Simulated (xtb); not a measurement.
ClH6NOSi2, SMILES [Si@H](N[SiH3])(Cl)O. All values are semi-empirical tight-binding results from xtb (GFN2-xTB unless named), good for trends rather than for accurate numbers. The structure is a stationary point at GFN2-xTB. The structure was generated by enumeration; whether it is a known compound was not checked. Other conformers were not sampled.

Computed properties:
| Quantity | Value |
|---|---|
| orbital gap | 5.58 eV |
| dipole moment | 2.47 D |
| zero-point energy | 39.6 kcal/mol |
| G − E(el) at 298.15 K (modified RRHO) | 18.3 kcal/mol |
| static polarisability (D4 model) | 87.0 bohr³ |
| solvation energy, GFN2-xTB/ALPB(water) | -4.6 kcal/mol |
| solvation energy, GFN2-xTB/ALPB(benzene) | -3.5 kcal/mol |
